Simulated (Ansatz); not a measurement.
Ideal-gas functions of ClHOSn, SMILES `[OH][Sn][Cl]` at 800 K and 1 bar, from an Ansatz frequency run at PBE0-D4/def2-TZVP.

Molar mass 171.17 g/mol, point group Cs (symmetry number 1), electronic degeneracy 1, moments of inertia 55.65, 166.514, 222.164 u Å². Harmonic wavenumbers (cm⁻¹, unscaled): 165, 349, 383, 606, 730, 3875.

Use S(trans) = R[1.5 ln M + 2.5 ln T − 1.1517]; rotational temperatures θ = 24.2544 K / I; S(rot) = R[ln(√π/σ · √(T³/θAθBθC)) + 1.5]; for each mode x = 1.438777 ν̃/T, S = R[x/(eˣ − 1) − ln(1 − e⁻ˣ)] and H = RT x/(eˣ − 1); 1 cm⁻¹ = 0.0119627 kJ/mol; R = 8.31446 J/(mol·K).

Problem. By hand: the entropy, in J/(mol·K).

Solution. Translation 193.5. Rotation: θ = 0.4358, 0.1457, 0.1092 K, giving 121.3. Vibration, mode by mode: 18.45, 12.32, 11.58, 8.00, 6.62, 0.06, in all 57.0. Electronic 0.0. Sum 371.8 J/(mol·K).

Problem. By hand: H − E and G − E in kJ/mol, counted from the electronic energy.

Solution. Zero-point energy ½ × 6108 × 0.0119627 = 36.5; thermal vibration 22.0; translation, rotation and pV give 4 RT = 26.6. H − E = 85.1 kJ/mol, and G − E = 85.1 − 800 × 371.8/1000 = -212.3 kJ/mol.

Vibration gives 15 % of the entropy. The sum counts one conformer and one mirror image; others add a mixing term.
